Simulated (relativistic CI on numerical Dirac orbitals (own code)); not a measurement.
**Nb4+ (4d) in a crystal field**

Calculated by Dirac-Coulomb-Breit CI, separate exchange-only KLI orbitals for each configuration, a model potential for QED, valence Slater integrals scaled by 0.75, one configuration in a parametric crystal field (own radial code).

Field parameters in Wybourne normalisation: Td as Oh with Dq negative (B⁴₀ = 21Dq, B⁴₄ = √(5/14) B⁴₀). The field is a parameter set, without covalency.

S is read from ⟨S²⟩ = S(S + 1).

Site symmetry Td; labels are those of the double group. Computed levels in cm⁻¹ above the lowest, in rising order:

| Δ (size of 10Dq) | Lowest | No. 2 | No. 3 |
| --- | --- | --- | --- |
| 3200 | Γ8 | 3321 Γ8 | 4127 Γ7 |
| 5800 | Γ8 | 5712 Γ8 | 6623 Γ7 |
| 8400 | Γ8 | 8230 Γ8 | 9182 Γ7 |
| 10950 | Γ8 | 10738 Γ8 | 11711 Γ7 |
| 13550 | Γ8 | 13312 Γ8 | 14298 Γ7 |
| 16100 | Γ8 | 15845 Γ8 | 16839 Γ7 |
| 18700 | Γ8 | 18432 Γ8 | 19433 Γ7 |

Ground-state S against |10Dq| in cm⁻¹: 3200: 0.50, 5800: 0.50, 8400: 0.50, 10950: 0.50, 13550: 0.50, 16100: 0.50, 18700: 0.50.

No abrupt spin change occurs in this range.
